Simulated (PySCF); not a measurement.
C4H6OSi, SMILES [SiH3]c1ccco1.

Geometry optimised at ωB97X-D3(BJ)/def2-SVP.

Two levels are set side by side: TDDFT-PBE/def2-SVPD (PySCF) and TDDFT-B3LYP/def2-SVPD (PySCF). Vertical, same geometry. The lowest singlet is HOMO→LUMO 93 % with PBE and HOMO→LUMO 98 % with the other functional; states are paired by order. Differences are taken from unrounded values.

| quantity | TDDFT-PBE |
|---|---|
| lowest singlet excitation (eV) | 5.65 |
| lowest triplet excitation (TDA) (eV) | 3.92 |
| first bright state (f over 0.05) (eV) | 5.65 |
| its oscillator strength | 0.31 |

### Question
These are the TDDFT-PBE values. What does TDDFT-B3LYP give? (An estimate is asked for; the answer gives what the named calculation found.)

### Answer

```csv
quantity,TDDFT-B3LYP,TDDFT-PBE minus TDDFT-B3LYP
lowest singlet excitation (eV),5.78,-0.14
lowest triplet excitation (TDA) (eV),3.87,0.04
first bright state (f over 0.05) (eV),5.78,-0.14
its oscillator strength,0.32,-0.01
```

Rough cost on one machine, each run with all the roots and properties that it gave: TDDFT-B3LYP against TDDFT-PBE about 4 times.
